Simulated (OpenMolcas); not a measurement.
# d2 ions of charge +4 down a group with 6 bromide ligands in octahedral coordination

```json
{
  "Program": "OpenMolcas 26.06",
  "Method": "CASSCF",
  "Spin-orbit coupling": "state interaction with AMFI integrals over the reference wave functions"
}
```

The d shell is active. Anionic complexes are neutralised by point charges behind the ligands. Distances were set from a Shannon-type radius of the metal (high-spin where two are listed) plus a fixed donor radius (Br 1.91 Å). Ligand basis ANO-RCC-VDZP, DKH2 Hamiltonian. States (labels of O, the rotations of Oh). Energies in cm-1 above the lowest state or level, χT in cm3 K/mol; under a threefold ground state the first gap can be a small split of the lowest multiplet, not the spin-orbit step; 10Dq and B are least-squares fits to the states below 45000 cm-1, weighted by degeneracy, with a free offset, and given where the rms deviation is under 5 % of |10Dq| (or 100 cm-1) and under 700 cm-1. Spin-only χT is S(S+1) / 2 for the spin of the ground state.

| Ion | Shell | R (Å) | Metal basis | Outer charge (e at Å behind ligand) | Ground state | First state of that spin | 10Dq | B (rms of fit) | First gap with spin-orbit (degeneracies) | χT at 300 K | First state of another spin | Spin-only χT |
| --- | --- | --- | --- | --- | --- | --- | --- | --- | --- | --- | --- | --- |
| Cr4+ | 3d2 | 2.46 | ANO-RCC-VDZP | 0.33 at 2.6 | 3T1 | 3T2 13922 |  |  | 2.1 (2, 3) | 0.781 | 1T2 14159 | 1.000 |
| Mo4+ | 4d2 | 2.56 | ANO-RCC-VTZP | 0.33 at 2.4 | 3T1 | 3T2 18720 | 19386 | 576 (640) | 22.6 (2, 3) | 0.400 | 1T2 9445 | 1.000 |
| W4+ | 5d2 | 2.57 | ANO-RCC-VTZP | 0.33 at 2.6 | 3T1 | 3T2 20667 | 21352 | 548 (523) | 252.6 (2, 3) | 0.137 | 1T2 8762 | 1.000 |

The rows also differ in their metal basis and outer charges, so part of each step comes from that.

|10Dq| changes by a factor of 21352 / 19386 = 1.10 from Mo4+ to W4+.

B goes from 576 cm-1 (Mo4+) to 548 cm-1 (W4+).

χT departs most from the spin-only value for W4+, by -0.863 cm3 K/mol.

An orbital triplet at a regular site is open to Jahn-Teller coupling, which can distort the site and quench the lowest spin-orbit gaps and is left out. Without dynamic correlation the repulsion within the d shell is too large (B by tens of per cent), so at a given field states of lower spin stand too high. Ligand-to-metal charge-transfer states are missing. With no ligand orbital active B as a rule stays too high, so bands that hang on it stand too high and its fall with covalency is understated. The least metal-like active orbital is 67 % on the metal (Löwdin) and no ligand orbital is active, so the numbers are rough (holds for Cr4+). This ion would oxidise such ligands; the complex is a model and need not exist (holds for Cr4+). With metal d orbitals alone and no dynamic correlation the field as a rule comes out too small, by tens of per cent, by up to half for chloride and softer ligands (holds for Cr4+). The least metal-like active orbital is 69 % on the metal (Löwdin) and no ligand orbital is active, so the numbers are rough (holds for Mo4+; W4+). With metal d orbitals alone the field can be off either way by tens of per cent (holds for Mo4+; W4+). No measured value stands beside these numbers; the geometry is a model, was not optimised and need not be the one that this ion takes.
